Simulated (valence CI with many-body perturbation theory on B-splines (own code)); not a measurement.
Values are calculated unless marked as measured or tabulated.
**Energy levels of Ho XXXVI**

Method: relativistic CI+MBPT: four valence electrons over a frozen Dirac-Fock core [Ar] 3d10, radial functions for each j: 11 s, 11 p, 10 d, 8 f, 5 g, 2 h, with the one-electron correlation potential Σ1 (screened to all orders), the two-electron term Σ2, the three-electron term Σ3, Breit, model QED; selected single and double excitations, second order for the rest, scaled by the run's own slope (own B-spline code, finite nucleus).

The last digits are not significant, and no measured levels were compared; by estimate large intervals hold to a few tenths of a per cent, small ones and those within an open d or f shell to about a per cent. Among the levels kept, up to 400 cm⁻¹ of a level comes from second order outside the variational space, and about a tenth of that is noise between levels of different J, which matters for small intervals.

Levels 1 to 45 of 187, with energies above the lowest level, (4s^2 4p1/2^2) J=0. "Leading %" is the weight of the configuration and term that name the level; weights of strongly mixed levels are sums over their largest components and can fall short, so below about 35 % the name and the second component can differ from the true leading terms, or belong to a minority configuration. In the jj column 3d3/2^4 stands for four electrons in 3d with j = 3/2.

| No. | Configuration | Term | J | E (cm⁻¹) | Leading % | g | Leading jj | Second component |
| --- | --- | --- | --- | --- | --- | --- | --- | --- |
| 1 | 4s2 4p2 | 3P | 0 | 0 | 72 |  | 4s^2 4p1/2^2 (99 %) | 28 % 4s2 4p2 1S |
| 2 | 4s2 4p2 | 3P | 1 | 420850 | 99 | 1.498 | 4s^2 4p1/2 4p3/2 (99 %) |  |
| 3 | 4s2 4p2 | 1D | 2 | 450460 | 61 | 1.187 | 4s^2 4p1/2 4p3/2 (99 %) | 38 % 4s2 4p2 3P |
| 4 | 4s2 4p2 | 3P | 2 | 893630 | 61 | 1.307 | 4s^2 4p3/2^2 (98 %) | 38 % 4s2 4p2 1D |
| 5 | 4s2 4p2 | 1S | 0 | 958740 | 71 |  | 4s^2 4p3/2^2 (98 %) | 28 % 4s2 4p2 3P |
| 6 | 4s 4p3 | 3P° | 2 | 1055800 | 42 | 1.608 | 4s 4p1/2^2 4p3/2 (94 %) | 37 % 4s 4p3 5S° |
| 7 | 4s 4p3 | 3D° | 1 | 1157600 | 41 | 1.020 | 4s 4p1/2^2 4p3/2 (91 %) | 21 % 4s 4p3 1P° |
| 8 | 4s 4p3 | 3D° | 2 | 1440100 | 44 | 1.498 | 4s 4p1/2 4p3/2^2 (86 %) | 41 % 4s 4p3 5S° |
| 9 | 4s2 4p 4d | 3F° | 2 | 1455200 | 63 | 0.832 | 4s^2 4p1/2 4d3/2 (89 %) | 23 % 4s2 4p 4d 1D° |
| 10 | 4s 4p3 | 3D° | 3 | 1498800 | 85 | 1.314 | 4s 4p1/2 4p3/2^2 (85 %) | 8 % 4s2 4p 4d 3D° |
| 11 | 4s2 4p 4d | 3D° | 1 | 1563600 | 39 | 1.068 | 4s^2 4p1/2 4d3/2 (57 %) | 22 % 4s 4p3 3S° |
| 12 | 4s 4p3 | 3P° | 0 | 1565200 | 96 |  | 4s 4p1/2 4p3/2^2 (96 %) |  |
| 13 | 4s 4p3 | 3P° | 1 | 1618400 | 49 | 1.235 | 4s 4p1/2 4p3/2^2 (78 %) | 25 % 4s 4p3 1P° |
| 14 | 4s 4p3 | 1D° | 2 | 1619100 | 33 | 1.061 | 4s 4p1/2 4p3/2^2 (57 %) | 23 % 4s 4p3 3D° |
| 15 | 4s2 4p 4d | 3F° | 3 | 1641700 | 61 | 1.123 | 4s^2 4p1/2 4d5/2 (82 %) | 16 % 4s2 4p 4d 1F° |
| 16 | 4s 4p3 | 3S° | 1 | 1657100 | 34 | 1.221 | 4s 4p1/2 4p3/2^2 (75 %) | 26 % 4s 4p3 3D° |
| 17 | 4s2 4p 4d | 3P° | 2 | 1663700 | 31 | 1.271 | 4s^2 4p1/2 4d5/2 (59 %) | 27 % 4s 4p3 1D° |
| 18 | 4s 4p3 | 3P° | 2 | 1953300 | 33 | 1.378 | 4s 4p3/2^3 (62 %) | 19 % 4s2 4p 4d 3P° |
| 19 | 4s2 4p 4d | 3P° | 1 | 1989400 | 45 | 1.148 | 4s^2 4p3/2 4d3/2 (80 %) | 31 % 4s2 4p 4d 3D° |
| 20 | 4s2 4p 4d | 3D° | 2 | 1992600 | 43 | 1.022 | 4s^2 4p3/2 4d3/2 (84 %) | 34 % 4s2 4p 4d 1D° |
| 21 | 4s2 4p 4d | 3P° | 0 | 2006500 | 95 |  | 4s^2 4p3/2 4d3/2 (95 %) |  |
| 22 | 4s2 4p 4d | 3D° | 3 | 2011000 | 35 | 1.147 | 4s^2 4p3/2 4d3/2 (84 %) | 34 % 4s2 4p 4d 3F° |
| 23 | 4s2 4p 4d | 3F° | 4 | 2018800 | 99 | 1.247 | 4s^2 4p3/2 4d5/2 (99 %) |  |
| 24 | 4s 4p2 4d | 5F | 1 | 2102900 | 50 | 0.382 | 4s 4p1/2^2 4d3/2 (94 %) | 30 % 4s 4p2 4d 3D |
| 25 | 4s2 4p 4d | 3P° | 1 | 2114300 | 27 | 1.297 | 4s 4p3/2^3 (52 %) | 18 % 4s2 4p 4d 1P° |
| 26 | 4s 4p2 4d | 5F | 2 | 2119000 | 25 | 1.189 | 4s 4p1/2^2 4d3/2 (84 %) | 18 % 4s 4p2 4d 3D |
| 27 | 4s2 4p 4d | 3P° | 2 | 2131200 | 31 | 1.304 | 4s^2 4p3/2 4d5/2 (58 %) | 18 % 4s2 4p 4d 1D° |
| 28 | 4s2 4p 4d | 1F° | 3 | 2152700 | 52 | 1.152 | 4s^2 4p3/2 4d5/2 (87 %) | 44 % 4s2 4p 4d 3D° |
| 29 | 4s2 4p 4d | 1P° | 1 | 2205600 | 49 | 0.990 | 4s^2 4p3/2 4d5/2 (59 %) | 17 % 4s 4p3 1P° |
| 30 | 4p4 | 3P | 2 | 2224500 | 38 | 1.251 | 4p1/2^2 4p3/2^2 (56 %) | 18 % 4p4 1D |
| 31 | 4s 4p2 4d | 5D | 3 | 2236700 | 27 | 1.371 | 4s 4p1/2^2 4d5/2 (90 %) | 24 % 4s 4p2 4d 3D |
| 32 | 4p4 | 1S | 0 | 2317500 | 52 |  | 4p1/2^2 4p3/2^2 (86 %) | 35 % 4p4 3P |
| 33 | 4s 4p2 4d | 3F | 2 | 2347400 | 28 | 1.019 | 4s 4p1/2^2 4d5/2 (52 %) | 18 % 4p4 3P |
| 34 | 4s 4p2 4d | 5D | 0 | 2473500 | 87 |  | 4s 4p1/2 4p3/2 4d3/2 (96 %) | 11 % 4s 4p2 4d 3P |
| 35 | 4s 4p2 4d | 5D | 1 | 2474000 | 57 | 1.206 | 4s 4p1/2 4p3/2 4d3/2 (96 %) | 19 % 4s 4p2 4d 5F |
| 36 | 4s 4p2 4d | 5F | 2 | 2479100 | 43 | 1.135 | 4s 4p1/2 4p3/2 4d3/2 (93 %) | 18 % 4s 4p2 4d 5D |
| 37 | 4s 4p2 4d | 5F | 3 | 2492200 | 49 | 1.170 | 4s 4p1/2 4p3/2 4d3/2 (90 %) | 31 % 4s 4p2 4d 3F |
| 38 | 4s 4p2 4d | 5F | 4 | 2533800 | 46 | 1.222 | 4s 4p1/2 4p3/2 4d3/2 (75 %) | 26 % 4s 4p2 4d 3G |
| 39 | 4s 4p2 4d | 5D | 4 | 2561300 | 54 | 1.398 | 4s 4p1/2 4p3/2 4d5/2 (91 %) | 21 % 4s 4p2 4d 3F |
| 40 | 4s 4p2 4d | 3F | 2 | 2584400 | 60 | 0.893 | 4s 4p1/2 4p3/2 4d3/2 (74 %) | 10 % 4s 4p2 4d 5D |
| 41 | 4s 4p2 4d | 5P | 3 | 2601900 | 41 | 1.404 | 4s 4p1/2 4p3/2 4d3/2 (59 %) | 17 % 4s 4p2 4d 3F |
| 42 | 4s 4p2 4d | 3G | 3 | 2606900 | 48 | 0.880 | 4s 4p1/2 4p3/2 4d3/2 (79 %) | 11 % 4s2 4p 4f 3G |
| 43 | 4s 4p2 4d | 5P | 2 | 2615400 | 29 | 1.360 | 4s 4p1/2 4p3/2 4d5/2 (49 %) | 14 % 4s 4p2 4d 3P |
| 44 | 4p4 | 3P | 1 | 2616800 | 26 | 1.354 | 4s 4p1/2 4p3/2 4d5/2 (39 %) | 24 % 4s 4p2 4d 3P |
| 45 | 4s 4p2 4d | 5F | 5 | 2623400 | 51 | 1.298 | 4s 4p1/2 4p3/2 4d5/2 (96 %) | 48 % 4s 4p2 4d 3G |

Where two levels of one J and parity lie close, their mixing, g and order are uncertain.

The ionisation energy to 4s2 4p 2P°_1/2 of the next ion comes out as 1547.3 eV (NIST: 1545 ± 5 eV (theoretical)). All 187 levels together are meant to be complete up to 3958500 cm⁻¹.
